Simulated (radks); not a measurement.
The numbers below are computed, except where a source is named.
All-electron atom: Tm2.8+ in [Kr] 4d10 4f13 5s(up 1, down 0.2) 5p6 (fractional occupations, a model configuration). Code: a radial shooting solver on a logarithmic mesh with Libxc functionals. Model: scalar-relativistic Kohn-Sham, PBE, spin-polarised, spherical densities, finite nucleus; open shells are filled with parallel spins first (spin-orbit coupling, left out, can overturn this in heavy ions); Fermi nuclear charge, rms radius 5.2256 fm.

Normalised radial functions P(r) = r R(r), r in bohr:

```
   r/bohr * 4d down, o 5p down, + 4f up (the largest magnitude, 1.41, reaches the edge; | marks zero, & curves that meet)
 0.001102                             &
  0.00167                             &
 0.002531                             &
 0.003868                             &
 0.005864                             &
 0.008889                             &o
  0.01347                             & o
  0.02043                             +* o
  0.03096                             + * o
  0.04694                             +   o*
  0.07172                             |+o       *
   0.1087                          o  |  +           *
   0.1648                       o     |      +      *
   0.2498                           * o             +
   0.3787      *                      |        o          +
   0.5741  *                          |   o                +
   0.8702               * o           |                +
     1.33           o              *  |         +
    2.016                  o          *   +
    3.056                          o  *+
    4.632                             &
```

4d down: eigenvalue -198.01 eV, 1 radial node at r = 0.240 bohr, <r> = 0.572 bohr, 90 % of the charge inside 0.860 bohr. 5p down: eigenvalue -52.405 eV, 3 radial nodes at r = 0.0862, 0.252, 0.635 bohr, <r> = 1.43 bohr, 90 % of the charge inside 2.10 bohr. 4f up: eigenvalue -30.440 eV, 0 radial nodes, <r> = 0.776 bohr, 90 % of the charge inside 1.35 bohr.
